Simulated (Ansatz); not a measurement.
A structure relaxed at PBE-D4/def2-SVP in Ansatz, charge -1, doublet:

```xyz
9

Si    1.030   -0.675    0.117
Si    0.824   -2.079   -1.779
Si   -2.108    0.665   -1.812
Si    2.379   -0.667    2.049
Si   -1.265   -1.364   -0.973
Si    0.342    0.344   -2.088
Si   -0.762    0.965    0.112
Si   -0.887    2.313    2.041
Si    0.447    0.496    2.332
```

Q: Give its formula.

A: Si9⁻ (the lowest doublet isomer of a short search).

Q: Summarise the bond lengths by kind (pairs closer than 1.2 times the sum of covalent radii, bridged metal pairs left out).

A: 18 × Si–Si 2.27 to 2.63 Å.

The relaxation made no stability test and no search for a lower SCF solution. The structure comes from a short search, and lower isomers may exist.
